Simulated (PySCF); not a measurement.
C2H10N2OSi2.
Cartesian coordinates in Å at the GFN2-xTB level; atoms count from 1:
```xyz
17
C2H10N2OSi2 angstrom
C      2.1097    1.5925    0.1643
Si     0.8953    0.2650    0.7435
N      0.7862   -1.0199   -0.3830
C     -0.5045   -1.6562   -0.5689
Si    -1.8471   -0.4568    0.0622
O     -2.9122    0.0790   -1.0453
N     -0.7667    0.7559    0.6306
H      2.0472    2.4684    0.8002
H      1.9259    1.9050   -0.8578
H      3.1268    1.2218    0.2230
H      1.1931   -0.1210    2.1395
H      1.5681   -1.6233   -0.5817
H     -0.6329   -1.9054   -1.6275
H     -0.5525   -2.6041   -0.0203
H     -2.7408   -1.0385    1.0549
H     -2.6098    0.5539   -1.8162
H     -1.0926    1.5957    1.0726
```

Method: PySCF, TDDFT PBE0/def2-SVPD, vertical, gas phase, core orbitals frozen in the response.

Problem. List the vertical singlet excitations with oscillator strengths and describe the spectrum.

Solution. 

```json
{"state": "S1", "E (eV)": "5.86", "E (hartree)": "0.2155", "f": "0.0005", "main configurations (H = HOMO, L = LUMO)": "H→L+1 (57%), H→L (33%), H→L+2 (8%)"}
{"state": "S2", "E (eV)": "6.08", "E (hartree)": "0.2234", "f": "0.0084", "main configurations (H = HOMO, L = LUMO)": "H→L (61%), H→L+1 (31%)"}
{"state": "S3", "E (eV)": "6.52", "E (hartree)": "0.2396", "f": "0.023", "main configurations (H = HOMO, L = LUMO)": "H→L+3 (63%), H→L+2 (27%)"}
{"state": "S4", "E (eV)": "6.58", "E (hartree)": "0.2418", "f": "0.016", "main configurations (H = HOMO, L = LUMO)": "H→L+2 (44%), H-1→L (31%), H→L+3 (12%)"}
{"state": "S5", "E (eV)": "6.61", "E (hartree)": "0.2431", "f": "0.027", "main configurations (H = HOMO, L = LUMO)": "H-1→L (55%), H→L+2 (18%), H→L+3 (15%)"}
{"state": "S6", "E (eV)": "6.89", "E (hartree)": "0.2534", "f": "0.024", "main configurations (H = HOMO, L = LUMO)": "H-1→L+1 (89%)"}
{"state": "S7", "E (eV)": "7.09", "E (hartree)": "0.2605", "f": "0.028", "main configurations (H = HOMO, L = LUMO)": "H→L+4 (84%)"}
{"state": "S8", "E (eV)": "7.21", "E (hartree)": "0.2651", "f": "0.034", "main configurations (H = HOMO, L = LUMO)": "H-1→L+2 (71%), H-1→L+3 (10%)"}
```

Triplets (Tamm–Dancoff): T1 5.61 eV, H→L+1 (72%), H→L+2 (12%), H→L (10%); T2 5.94 eV, H→L (79%); T3 6.34 eV, H-1→L (78%), H-1→L+2 (9%).

The lowest singlet comes at 211 nm (566 kJ/mol) in the ultraviolet; it is very weak; its leading configuration is HOMO→LUMO+1 (57%). The most intense listed level is S8 at 7.21 eV (172 nm, f = 0.034), 1.35 eV above S1. It is the last of those listed, so stronger ones may follow. Löwdin shares by element: HOMO nitrogen 56% or more, carbon 12% or more, silicon 9% or more, hydrogen 5% or more (atoms not listed hold the other 18%); LUMO silicon 32%, oxygen 21%, hydrogen 12% or more (atoms not listed hold the other 34%). The listed states span 1.35 eV, and the widest gap between neighbours is 0.44 eV (S2 to S3). Orbital energies (eV): HOMO-3 -9.09, HOMO-2 -8.29, HOMO-1 -7.36, HOMO -6.61, LUMO 0.38, LUMO+1 0.64, LUMO+2 0.99. Weighted by f, the mean energy of these states is 6.82 eV. The window holds the lowest 8 singlets.

One conformer stands for the species.

Without π bonds the low states are Rydberg-like; a valence basis with one diffuse set may place them up to an eV too high.
